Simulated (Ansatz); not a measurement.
Z-matrix (Å, degrees):
```
C
Sb 1 2.219
N 1 1.434 2 115.1
H 1 1.090 2 106.7 3 -122.7
H 1 1.092 2 106.3 3 122.3
Te 2 2.763 1 93.8 3 61.1
H 2 1.713 1 95.1 3 156.0
H 3 1.014 1 111.2 2 -57.1
H 3 1.012 1 112.2 2 63.8
H 6 1.660 2 93.9 1 53.8
```

Charge 0, multiplicity 1. Sb, Te: def2 effective core potential.

**Question.** List the B3LYP/def2-TZVPP orbital energies in eV (the Gaussian-basis code of Ansatz). (Best estimate.)

**Answer.** Ansatz gave: Occupied: -389.44, -277.86, -170.38, -155.55, -119.60, -119.52, -119.31, -107.37, -107.28, -107.17, -43.36, -43.32, -43.13, -43.06, -43.03, -35.45, -35.41, -35.31, -35.28, -35.21, -24.43, -18.34, -17.33, -14.72, -13.99, -12.08, -10.72, -10.13, -9.94, -8.18, -7.31, -6.33, -6.03. Lowest empty: -1.63, -0.77, -0.52, 0.55, 1.09, 1.79, 2.00, 2.61.

B3LYP here is the variant with VWN-RPA as its local correlation; programs differ in this.
